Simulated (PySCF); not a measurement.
Nb¹³⁺: ionisation energy

Nb¹³⁺ [Ar] 3d10 → Nb¹⁴⁺ [Ar] 3d9 [3d3/2^4 3d5/2^5, M_J = 5/2], as a difference of total energies. All numbers are calculated (PySCF 2.14, the two-component X2C-1e Hamiltonian, in an even-tempered Gaussian basis (17 s from 1 bohr⁻², ratio 2.8; 13 p from 1.3 bohr⁻², ratio 2.8; 9 d from 1.3 bohr⁻², ratio 2.8; 4 f from 7.9 bohr⁻², ratio 3)). Correlated levels: [Ne] frozen; the 86 highest virtual spinors dropped. "Screened" scales the spin-orbit matrix elements by Boettger's factors to mimic the two-electron term; Breit and QED terms are absent.

```csv
method,ionisation energy (eV)
GHF (screened spin-orbit),482.46
GMP2 (screened spin-orbit),484.09
```

Problem. How much does correlation contribute at GMP2 (screened spin-orbit)?

Solution. 484.09 − (482.46) = 1.63 eV, measured against GHF (screened spin-orbit).

Breit and QED terms and the two-electron picture change are absent.

For comparison: 482.5 ± 1.5 eV (semi-empirical (NIST evaluation); NIST Atomic Spectra Database, ionization energies).
